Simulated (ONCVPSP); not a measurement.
# lanthanum (La): excitation energies, all-electron against ONCV

ONCVPSP 4.0.1 input, shortened (lines: element, Z, core and valence counts, functional; n l f; lmax; l rc ep ncon nbas qcut; lloc lpopt rc5 dvloc0; l nproj debl; icmod fcfact rcfact), PBEsol, fully relativistic:

```
  La 57.00    9    4  -116133      upf
    1    0    2.00
    2    0    2.00
    2    1    6.00
    3    0    2.00
    3    1    6.00
    3    2   10.00
    4    0    2.00
    4    1    6.00
    4    2   10.00
    5    0    2.00
    5    1    6.00
    5    2    1.50
    6    0    1.50
    3
    0    2.45    0.00    3    6    6.50
    1    2.50    0.00    3    7    6.80
    2    4.00    0.00    4    9    4.00
    3    4.30    0.02    4    7    2.20
    4    5    2.30    2.00
    0    2    2.80
    1    2    3.10
    2    2    2.20
    3    2    0.80
    3    1.75    1.55
```

Open shells are filled in proportion to 2j + 1.

In the f channel the program set the typed energies aside and used -0.126, 0.674 Ha (j = l + 1/2; the other j can differ).

Energies are relative to the spin-unpolarised reference configuration 5s2 5p6 5d1.5 6s1.5; without spin polarisation the order of configurations can differ from experiment.

| valence configuration | charge | ΔE all-electron (eV) | error AE − PS (meV) |
| --- | --- | --- | --- |
| 5s2 5p6 5d1 6s2 | 0 | -0.356 | +1.3 |
| 5s2 5p6 5d1 6s1 | +1 | 5.643 | +1.6 |
| 5s2 5p6 5d0 6s2 6p1 | 0 | 1.958 | +22 |

Q: What are ΔE and the potential's error for 5s2 5p6 5d1 6s0?

A: ΔE = 16.490 eV all-electron; the error (AE − PS) is -0.8 meV.

Levels in the configuration 5s2 5p6 5d0 6s2 6p1:

```json
{"level": "5s j=1/2", "all-electron (eV)": "-41.858", "pseudo (eV)": "-41.755"}
{"level": "5p j=3/2", "all-electron (eV)": "-24.372", "pseudo (eV)": "-24.316"}
{"level": "5p j=1/2", "all-electron (eV)": "-26.963", "pseudo (eV)": "-26.894"}
{"level": "6s j=1/2", "all-electron (eV)": "-4.888", "pseudo (eV)": "-4.882"}
{"level": "6p j=3/2", "all-electron (eV)": "-2.093", "pseudo (eV)": "-2.093"}
{"level": "6p j=1/2", "all-electron (eV)": "-2.325", "pseudo (eV)": "-2.323"}
```

These tests converged, but a pseudo level misses the all-electron one widely, so the file describes the atom poorly there or has found another state: 5s2 5p6 5d0 6s2 6p1: empty 5d by 4.9 eV.
